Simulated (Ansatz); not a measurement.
Born–Oppenheimer molecular dynamics of BClF₂H₂ (6 atoms, charge 0, multiplicity 1). It starts from a rough guess of a transition structure, not a stationary point.

Method: Ansatz, UKS PBE0-D4/STO-3G.

- ensemble: NVE (velocity Verlet)
- time step: 0.5 fs
- steps asked: 150
- starting velocities drawn for: 100 K
- seed: 291802

Frames 5 fs apart, positions in Å, forces in eV/Å.

Velocities at 5.0 fs (Å/ps):

```
B -4.05 -2.92 1.48
H 10.72 -14.97 30.73
F -0.19 -1.92 -1.72
F 0.46 1.18 1.69
H 19.36 7.40 9.07
Cl 0.24 1.51 -1.57
```

```xyz
6
Properties=species:S:1:pos:R:3:forces:R:3 time_fs=5.0 energy_less_start_eV=-0.077 T=249
B -0.341 0.188 -0.279 -2.52 -0.71 1.78
H 1.172 0.388 -0.066 0.74 0.63 -0.58
F -0.635 -0.356 -1.427 0.62 -0.23 -0.51
F -0.970 1.260 0.184 0.77 -0.25 -0.11
H 0.969 -0.209 0.479 0.72 -0.40 0.53
Cl -0.166 -1.306 1.278 -0.32 0.96 -1.10
6
Properties=species:S:1:pos:R:3:forces:R:3 time_fs=10.0 energy_less_start_eV=-0.536 T=1138
B -0.391 0.161 -0.251 -2.33 -2.08 1.63
H 1.328 0.395 0.017 0.54 -0.46 0.54
F -0.631 -0.366 -1.438 0.87 0.40 0.50
F -0.962 1.264 0.192 0.81 -0.21 -0.23
H 1.151 -0.198 0.566 0.91 1.25 -1.06
Cl -0.167 -1.295 1.266 -0.80 1.09 -1.37
6
Properties=species:S:1:pos:R:3:forces:R:3 time_fs=15.0 energy_less_start_eV=-1.781 T=3540
B -0.494 0.088 -0.188 -1.69 -2.40 0.65
H 1.672 0.450 0.088 0.95 1.13 -0.87
F -0.617 -0.371 -1.441 0.65 0.71 1.67
F -0.944 1.266 0.196 0.69 -0.51 -0.21
H 1.518 -0.056 0.560 0.21 -0.59 0.65
Cl -0.172 -1.277 1.244 -0.81 1.66 -1.89
6
Properties=species:S:1:pos:R:3:forces:R:3 time_fs=20.0 energy_less_start_eV=-2.428 T=4795
B -0.634 -0.030 -0.111 0.07 1.17 -1.18
H 2.185 0.605 0.107 0.74 1.59 -1.40
F -0.595 -0.367 -1.424 -0.11 0.19 2.30
F -0.917 1.258 0.197 0.36 -2.20 -0.17
H 1.989 0.116 0.550 -0.55 -1.51 1.38
Cl -0.184 -1.248 1.211 -0.51 0.76 -0.91
6
Properties=species:S:1:pos:R:3:forces:R:3 time_fs=25.0 energy_less_start_eV=-2.180 T=4313
B -0.773 -0.123 -0.062 1.61 4.35 -2.90
H 2.747 0.800 0.101 -0.34 -0.66 0.57
F -0.575 -0.362 -1.379 -0.92 -0.56 1.61
F -0.887 1.224 0.197 -0.60 -2.59 0.15
H 2.471 0.275 0.556 0.34 0.65 -0.57
Cl -0.199 -1.214 1.172 -0.08 -1.20 1.13
6
Properties=species:S:1:pos:R:3:forces:R:3 time_fs=30.0 energy_less_start_eV=-1.841 T=3661
B -0.877 -0.129 -0.070 2.76 2.53 -1.21
H 3.311 0.983 0.108 -0.97 -1.44 1.18
F -0.565 -0.363 -1.317 -1.08 -1.27 -1.52
F -0.864 1.162 0.199 -1.58 0.68 0.83
H 2.955 0.448 0.546 0.95 1.44 -1.18
Cl -0.214 -1.188 1.140 -0.09 -1.94 1.90
6
Properties=species:S:1:pos:R:3:forces:R:3 time_fs=35.0 energy_less_start_eV=-1.441 T=2883
B -0.922 -0.086 -0.104 2.73 -2.57 1.35
H 3.854 1.136 0.139 -0.12 -0.14 0.11
F -0.568 -0.381 -1.274 -0.54 -1.77 -5.01
F -0.861 1.111 0.212 -1.78 6.20 1.86
H 3.456 0.649 0.514 0.11 0.14 -0.11
Cl -0.230 -1.175 1.121 -0.40 -1.85 1.79
6
Properties=species:S:1:pos:R:3:forces:R:3 time_fs=40.0 energy_less_start_eV=-1.704 T=3396
B -0.905 -0.085 -0.112 2.59 -0.88 1.25
H 4.388 1.287 0.169 1.56 1.61 -1.16
F -0.579 -0.419 -1.290 -0.74 -0.97 -3.98
F -0.879 1.129 0.246 -1.65 3.86 0.74
H 3.964 0.852 0.482 -1.57 -1.61 1.16
Cl -0.249 -1.174 1.113 -0.20 -2.01 1.99
6
Properties=species:S:1:pos:R:3:forces:R:3 time_fs=45.0 energy_less_start_eV=-2.183 T=4316
B -0.833 -0.100 -0.098 1.74 3.04 -1.38
H 4.944 1.462 0.181 0.32 0.28 -0.19
F -0.600 -0.469 -1.353 -1.14 0.58 0.25
F -0.918 1.194 0.289 -0.85 -1.47 -1.09
H 4.449 1.029 0.468 -0.33 -0.29 0.19
Cl -0.269 -1.187 1.120 0.25 -2.15 2.21
6
Properties=species:S:1:pos:R:3:forces:R:3 time_fs=50.0 energy_less_start_eV=-2.184 T=4325
B -0.723 -0.057 -0.111 0.07 2.40 -2.13
H 5.509 1.640 0.194 -1.48 -1.10 0.66
F -0.634 -0.512 -1.414 -0.61 1.83 2.94
F -0.967 1.243 0.319 0.35 -3.23 -1.88
H 4.925 1.204 0.454 1.48 1.10 -0.66
Cl -0.287 -1.214 1.141 0.19 -1.00 1.06
6
Properties=species:S:1:pos:R:3:forces:R:3 time_fs=55.0 energy_less_start_eV=-2.050 T=4063
B -0.611 0.035 -0.166 -1.54 -0.94 -0.36
H 6.046 1.794 0.221 -1.17 -0.74 0.38
F -0.675 -0.533 -1.441 0.26 2.61 3.30
F -1.013 1.255 0.326 1.17 -2.58 -2.11
H 5.428 1.402 0.425 1.17 0.74 -0.38
Cl -0.305 -1.248 1.168 0.11 0.90 -0.82
6
Properties=species:S:1:pos:R:3:forces:R:3 time_fs=60.0 energy_less_start_eV=-1.704 T=3393
B -0.532 0.109 -0.229 -2.48 -3.09 1.65
H 6.558 1.937 0.253 1.38 0.75 -0.32
F -0.714 -0.521 -1.427 0.80 2.45 1.98
F -1.044 1.234 0.307 1.36 -1.22 -1.88
H 5.957 1.612 0.392 -1.38 -0.75 0.32
Cl -0.321 -1.275 1.190 0.33 1.86 -1.75
```

Of the whole run (75 fs, mean temperature of the second half 3861 K): The conserved energy stayed within 0.58 meV per atom of its start (net change -0.12 meV per atom), so the integration is sound. The system heated up, since it started high on the potential surface and ran downhill. A run of 0.075 ps of so small a system gives no equilibrium averages. The orbitals stay closed-shell, which can raise the energy where a bond breaks towards radicals; this wasn't checked here. Limits of this set-up: minimal basis.

Time of the run: 91 s on 1 thread of AMD EPYC 9R45 96-Core Processor (Zen 5) (shared host), peak memory 0.12 GiB.
